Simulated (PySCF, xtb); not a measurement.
C4H5N2, SMILES c1cnc[nH+]c1, charge +1.

GFN2-xTB in xtb 6.7.1 at its own geometry gives an orbital gap of 2.23 eV.

Geometry optimised at TPSSh-D3(BJ)/def2-SVP. The isomer is the one that the SMILES or the coordinates give; other isomers of the formula were not compared.

Q: What does r2SCAN/def2-TZVP run with PySCF give? (The exact figures need the calculation; the answer reports its results.)

A: gap 3.87 eV (levels -12.25 and -8.38 eV).
